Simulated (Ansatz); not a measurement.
C₄H₁₀AlF, SMILES `C[CH2][Al]([F])[CH2]C`, charge 0, multiplicity 1.

**Question.** Give a relaxed structure at PBE0-D4/def2-TZVP (the Gaussian-basis code of Ansatz). (Estimate.)

**Answer.** The calculation gave: 
Z-matrix (Å, degrees):
```
C
C 1 1.529
H 1 1.094 2 112.1
H 1 1.094 2 111.8 3 120.2
H 1 1.094 2 111.8 3 -120.2
Al 2 1.953 1 115.5 3 -180.0
H 2 1.098 1 110.4 3 57.4
H 2 1.098 1 110.4 3 -57.4
C 6 1.953 2 125.4 1 0.2
F 6 1.660 2 117.0 1 -179.8
C 9 1.528 6 116.8 2 -179.9
H 9 1.099 6 107.3 2 -55.5
H 9 1.099 6 107.3 2 55.7
H 11 1.094 9 112.0 6 -180.0
H 11 1.093 9 111.6 6 59.6
H 11 1.093 9 111.6 6 -59.5
```
Point group Cs.
This is one stationary point; other conformers may exist.
